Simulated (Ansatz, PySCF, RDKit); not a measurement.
Complex: CH4 (SMILES C) (first 5 atoms) with CH4S (SMILES CS); geometry from B3LYP-D3(BJ)/def2-TZVP, rigid monomers moved along the line of their centres of mass till C1···H8 is 3.34 Å.
(charge 0, multiplicity 1):
```csv
atom,x (Å),y (Å),z (Å)
C,-0.0525,0.0752,-0.0999
H,-1.1168,0.0208,0.1285
H,0.4935,0.4084,0.7816
H,0.3037,-0.9091,-0.4018
H,0.1048,0.7805,-0.9149
C,-0.2534,-1.2898,3.9337
S,0.2580,0.4174,4.3145
H,-0.2756,-1.4634,2.8602
H,0.4988,-1.9378,4.3805
H,-1.2210,-1.5193,4.3750
H,-0.7606,1.0367,3.6965
```

Counterpoise-corrected where a basis set is named; no monomer relaxation. Rows marked so take none.

Rows in 6-31G*, STO-3G carry no dispersion term and start afresh at each structure (6-31G* with six Cartesian d functions). MP2/6-31G* freezes PySCF's default core.

Programs: Ansatz (Gaussian basis) for Hartree–Fock, density functionals and correlated methods; PySCF for 6-31G* rows, STO-3G rows, the dispersion terms; RDKit for the force fields. Each number belongs to the level named beside it.

```csv
level,interaction energy (kcal/mol)
MMFF94,-0.45
HF/STO-3G (no counterpoise),0.00
HF/6-31G* (no counterpoise),-0.05
r2SCAN/def2-TZVPPD,-0.52
r2SCAN-D3(BJ)/def2-TZVPPD,-0.86
PBE0-D4/def2-TZVPPD,-1.00
wB97X-V/def2-TZVPPD,-0.86
MP2/6-31G*,-0.32
MP2/6-31G* (no counterpoise),?
```

Question: What belongs in the gaps?

Answer: 
- MP2/6-31G* (no counterpoise), interaction energy (kcal/mol): -0.63

Ansatz is a quantum-chemistry and plane-wave program.
